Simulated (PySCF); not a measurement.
NSi, SMILES N#[Si], multiplicity 2.

Geometry: PBE0-D3(BJ)/def2-TZVPD.

Two levels are set side by side: PBE/def2-TZVPD (PySCF) and B3LYP/def2-TZVPD (PySCF). Same geometry, gas phase. Differences are taken from unrounded values.

| quantity | PBE |
|---|---|
| α-spin orbital gap (eV) | 4.47 |
| β-spin orbital gap (eV) | 0.83 |
| dipole moment (D) | 2.77 |
| mean polarisability (bohr³) | 43.9 |

Task: These are the PBE values. What does B3LYP give? (An estimate is asked for; the answer gives what the named calculation found.)

Result: 
```json
[
 {"quantity": "α-spin orbital gap (eV)", "B3LYP": "6.21", "PBE minus B3LYP": "-1.74"},
 {"quantity": "β-spin orbital gap (eV)", "B3LYP": "2.68", "PBE minus B3LYP": "-1.84"},
 {"quantity": "dipole moment (D)", "B3LYP": "2.83", "PBE minus B3LYP": "-0.06"},
 {"quantity": "mean polarisability (bohr³)", "B3LYP": "65.3", "PBE minus B3LYP": "-21.4"}
]
```

Rough cost on one machine, each run with all the roots and properties that it gave: B3LYP against PBE within a factor of 2.
